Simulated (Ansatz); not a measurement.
Species: C₄H₇NSi, SMILES `N#C/C(=C/[SiH3])C` (charge 0, multiplicity 1), formula C$_{4}$H$_{7}$NSi.

Problem. How many basis functions does frozen-core CCSD(T)/cc-pVTZ // B3LYP-D3(BJ)/def2-TZVP (Ansatz, an electronic-structure program) use, how many core orbitals are frozen, and how many electrons are correlated?

Solution. 282 basis functions and 10 frozen orbitals, which leaves 32 correlated electrons. Core time is of the order of minutes.
